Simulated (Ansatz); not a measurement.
`C[B-]1(O)OC(C(F)(F)F)=CC(C(F)(F)F)=[O+]1` + H–F → `O[B-]1(F)OC(C(F)(F)F)=CC(C(F)(F)F)=[O+]1` + CH₄  (ligand exchange at a B–C bond)

Calculated with Ansatz (gas phase, PBE0-D4/def2-TZVP geometries, no zero-point term in ΔE). CCSD(T)/CBS is the MP2 limit (def2-TZVPP, def2-QZVPP) plus CCSD(T) − MP2 in def2-TZVPP, frozen cores. This one scheme is used for every species. Functionals use def2-TZVPP. One conformer a species, not always the lowest.

Question: Is it downhill or uphill in electronic energy at CCSD(T)/CBS, and by how much? (Best estimate.)

Answer: The calculation gave: Downhill: ΔE = -147.3 kJ/mol.

Question: What do these levels give: r2SCANh, HF/def2-SVP, MP2/def2-SVP, HF/def2-TZVPP, CCSD/def2-TZVPP, SCS-MP2/def2-QZVPP? (An estimate is asked.)

Answer: Computed: r2SCANh -165.1, HF/def2-SVP -192.7, MP2/def2-SVP -171.2, HF/def2-TZVPP -183.6, CCSD/def2-TZVPP -155.6, SCS-MP2/def2-QZVPP -150.0 kJ/mol.

Largest T1 diagnostic among the species: 0.015.

At CCSD(T), def2-SVP lies −26.2 kJ/mol from the extrapolated value and def2-TZVPP −4.3 kJ/mol. Leaving LDA and LC-ωPBE aside and taking each functional with its dispersion term where it has one, the values, not all of them listed here, spread over 22.0 kJ/mol, from B97M-V to revPBE-D4. The D4 term adds +8.9 kJ/mol with B3LYP and +5.3 kJ/mol with PBE0; it sums over pairs of atoms, weighted by their polarisabilities, and B3LYP, whose exchange is more repulsive, gets the larger term.

B3LYP here is the variant with VWN-RPA as its local correlation; programs differ in this.
